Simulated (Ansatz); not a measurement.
One change: `F[SiH2]OP` becomes `OCO[SiH2]F`.

Ansatz, PBE0-D4/def2-TZVP geometries, multiplicity 1. Each molecule was computed in one conformer, which needn't be the lowest.

```csv
property,`F[SiH2]OP`
LUMO energy (PBE/def2-TZVPP) / eV,-1.48
HOMO–LUMO gap (PBE0/def2-TZVPP) / eV,6.95
LUMO energy (PBE0/def2-TZVPP) / eV,-0.52
LUMO energy (ωB97M-V/def2-TZVPP) / eV,1.39
size of the dipole moment (ωB97M-V/def2-TZVPP) / D,1.23
HOMO energy (PBE/def2-TZVPP) / eV,-6.24
```

(1) Give the same properties after the change, and the shifts. (An estimate is asked.)

Answers

(1) The calculation gave: 
```tsv
property	`OCO[SiH2]F`	shift
LUMO energy (PBE/def2-TZVPP) / eV	-0.21	1.27
HOMO–LUMO gap (PBE0/def2-TZVPP) / eV	9.49	2.54
LUMO energy (PBE0/def2-TZVPP) / eV	0.69	1.21
LUMO energy (ωB97M-V/def2-TZVPP) / eV	2.23	0.84
size of the dipole moment (ωB97M-V/def2-TZVPP) / D	2.15	0.92
HOMO energy (PBE/def2-TZVPP) / eV	-7.16	-0.92
```

With PBE0 the HOMO falls by 1.33 eV and the LUMO rises by 1.21 eV, so the gap widens by about 2.54 eV. PBE moves the HOMO by -0.92 eV and ωB97M-V by -1.51 eV. Dipoles are sizes alone; their direction can turn.
